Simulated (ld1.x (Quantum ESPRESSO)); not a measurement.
# antimony (Sb): one change to a TM potential, before and after

ld1.x (Quantum ESPRESSO) 7.5 input, shortened:

```
&input
   title='Sb', zed=51., rel=1, dft='PBESOL', iswitch=3,
   config='[Kr] 4d10 5s1.5 5p3.5 5d-2'
 /
 &inputp
   pseudotype=2, tm=.true., lloc=-1, rcloc=2.20,
   nlcc=.true.
 /
3
5S  1  0   1.50   0.00  1.40  1.40  0.0
5P  2  1   3.50   0.00  2.15  2.15  0.0
5D  3  2  -2.00  -0.05  2.35  2.35  0.0
 &test
   configts(1)='5s1.5 5p3.5'
 /
```

All-electron outer shells of the reference configuration (PBEsol, scalar-relativistic, ld1.x):

| shell | level (eV) | outermost node (bohr) | outermost maximum (bohr) |
| --- | --- | --- | --- |
| 4p | -102.37 | 0.39 | 0.76 |
| 4d | -34.16 | 0.38 | 0.84 |
| 5s | -13.28 | 0.95 | 1.88 |
| 5p | -5.14 | 1.04 | 2.32 |

Change: wave 5p (bound): rc 2.15 bohr becomes 5p (bound): rc 1.70 bohr.

Cutoffs: the cutoffs (Ry, on a coarse ladder) from which the occupation-weighted sum of valence levels, in a spherical-Bessel basis at the reference potential, stays within 10 and 1 mRy of its value at 400 Ry; they do not see the model core or the augmentation charge, which bear on the density cutoff. Errors are all-electron minus pseudo energies relative to the spin-unpolarised reference configuration.

**Question.** Predict the effect on cutoff, ghosts and configuration errors.

**Answer.** The potential gets neither clearly harder nor softer (40 Ry and 160 Ry → 45 Ry and 160 Ry); the s channel sets the loose cutoff, while the largest relative change is in p, which becomes harder; of the 7 tests that both files solve, the error grows in 0 and shrinks in 5 by more than 15 % and 0.3 meV (median size 9.7 → 5.9 meV); neither file shows a bound ghost. Less of the atom is replaced, so other configurations are described better.

```tsv
quantity	base	changed
cutoff, loose	40 Ry	45 Ry
cutoff, tight	160 Ry	160 Ry
loose cutoff by channel (10 mRy a level)	s 40 Ry, p 8 Ry	s 40 Ry, p 35 Ry
bound ghosts	none	none
error for 5s2 5p3, meV [ΔE -4.04 eV]	-4.0	-2.0
error for 5s2 5p2, meV [ΔE 4.30 eV]	-7.3	-3.0
error for 5s2 5p1, meV [ΔE 20.31 eV]	-25	-15
error for 5s2 5p0, meV [ΔE 44.76 eV]	-98	-86
error for 5s1 5p3, meV [ΔE 13.06 eV]	-9.7	-5.9
error for 5s1 5p0, meV [ΔE 89.09 eV]	-365	-394
error for 5s1 5p4, meV [ΔE 4.10 eV]	-5.1	-2.8
s: phases at 2.55 bohr within 0.05 rad from the reference energy up to (Ry; the scan ends near 5)	0.5	0.5
p: phases at 2.55 bohr within 0.05 rad from the reference energy up to (Ry; the scan ends near 5)	2.3	1.8
d: phases at 2.55 bohr within 0.05 rad from the reference energy up to (Ry; the scan ends near 5)	0.6	0.6
```
